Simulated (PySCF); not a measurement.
(3R,4R)-3,4-difluorocyclobutene (C4H4F2), SMILES F[C@@H]1C=C[C@H]1F.

Geometry: PBE-D3(BJ)/def2-SVP.

All values below come from PBE0/def2-TZVP (PySCF).

The molecule is in vacuum.

Question: Estimate the frontier levels, gap, dipole moment and polarisability. (Estimate from the structure and the level; the computed values follow.)

Answer: 
```yaml
highest_occupied_level: -8.37 eV
lowest_empty_level: -0.78 eV
orbital_gap: 7.59 eV
dipole_moment: 0.420 e·Å
quadrupole, principal values (traceless, Buckingham form, about the centre of nuclear charge): -7.06, 2.73, 4.33 D·Å
mean_static_polarisability: 45.1 bohr³ (6.69 Å³)
polarisability_principal_values: 36.2, 47.3, 51.9 bohr³
```
